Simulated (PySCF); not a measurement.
# Potential energy of NaPb⁻ along the bond

Set-up: Na aug-cc-pVDZ, Pb aug-cc-pVDZ-PP with ECP60; scalar-relativistic core potentials (PySCF 2.14). Energies in eV from Na⁻ + Pb in their ground configurations at the same level. State: ³Σ⁻ (triplet), unpaired electrons π ↑↑.

All columns are MN15. A positive dipole points towards Pb; it is taken about the centre of mass and depends on that origin.

```
R (Å)  E (eV)  μ (D)  Mulliken charge on Na (basis-dependent)  HOMO (eV)  LUMO (eV)  Mayer bond order  ⟨S²⟩
2.718  -1.563   3.09                                    -0.45      -0.20       1.68              1.45  2.15
2.844  -1.646   3.30                                    -0.48      -0.22       1.66              1.29  2.16
2.970  -1.683   3.57                                    -0.47      -0.23       1.64              1.14  2.18
3.065  -1.688   3.80                                    -0.45      -0.25       1.63              1.04  2.20
3.160  -1.679   4.04                                    -0.42      -0.26       1.62              0.95  2.23
3.255  -1.658   4.28                                    -0.39      -0.27       1.61              0.87  2.25
3.381  -1.618   4.60                                    -0.35      -0.28       1.61              0.78  2.29
3.539  -1.554   4.96                                    -0.31      -0.30       1.61              0.68  2.35
3.729  -1.468   5.29                                    -0.28      -0.33       1.60              0.58  2.42
3.982  -1.349   5.56                                    -0.26      -0.39       1.51              0.48  2.50
```

A fit through these points gives, at Re = 3.047 Å, μ = 3.76 D and dμ/dR = 2.45 D/Å; the reduced mass is 20.7 u.

Q: How strong is the fundamental in the double-harmonic approximation, I = 42.26·(dμ/dR)²/μred km/mol?

A: I = 42.26·(2.45)²/20.7 = 12.3 km/mol at MN15.

⟨S²⟩ of the unrestricted solution departs from its pure value on part of the curve, where spin states mix. These are scalar-relativistic numbers at best; spin–orbit coupling would shift them, the dissociation energy most. For an ion De counts to the pair picked by the measured ionisation energies or electron affinities, which need not be the lowest pair at this level. The state is the lowest determinant that a PBE0 search found; another state may lie lower at other levels.
